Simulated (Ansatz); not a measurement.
Energy needed to pull apart SnH₄ (SMILES [SnH4]), singlet, into free ground-state atoms, from the structure below (displaced at random from a GFN2-xTB minimum); no zero-point or spin–orbit terms; open-shell atoms are treated unrestricted, in their ground-state multiplicity.

Sn1  (-0.025, -0.094, -0.001)
H2  (0.738, -0.632, 1.285)
H3  (-1.388, 0.516, 0.395)
H4  (-0.187, -0.935, -1.230)
H5  (0.958, 1.234, -0.194)
(Å)

Computed with Ansatz 0.2.0 (basis: def2-TZVPP); correlated methods freeze the cores. Filled d shells of the heavier atoms are correlated. Core potentials replace the inner electrons of the atoms past krypton. The def2 sets are not built for correlating such inner shells, so the correlated values are less sure here.

| method | atomization energy (kJ/mol) |
| --- | --- |
| PBE-D4 | 967 |
| revPBE-D4 | 951 |
| BLYP-D4 | 978 |
| r2SCAN-D4 | 1001 |
| PBE0-D4 | 977 |
| wB97M-V | 1012 |
| HF | ? |
| MP2 | 960 |
| CCSD | ? |
| CCSD(T) | 1011 |

What does CCSD give? (To be estimated.)

By the calculation: 1005 kJ/mol, which is about 6 kJ/mol less than CCSD(T)/def2-TZVPP.

What does HF give? (Judge from chemistry; the value comes from the calculation.)

By the calculation: 706 kJ/mol, which is about 305 kJ/mol less than CCSD(T)/def2-TZVPP.

In triple zeta the MP2 and coupled-cluster atomization energies are still short of their basis limit by a few kcal/mol a bond, whereas those of the functionals are nearly converged, so these differences are not deviations from converged CCSD(T).

The T1 diagnostic stays at or below 0.014.

For scale, one of the runs: CCSD(T)/def2-TZVPP forces, 106 basis functions (an equivalent command: `ansatz run in.yaml --threads 4`). The run took 11 s on 4 CPU threads (shared host), with 0.7 GiB of host memory at its peak.
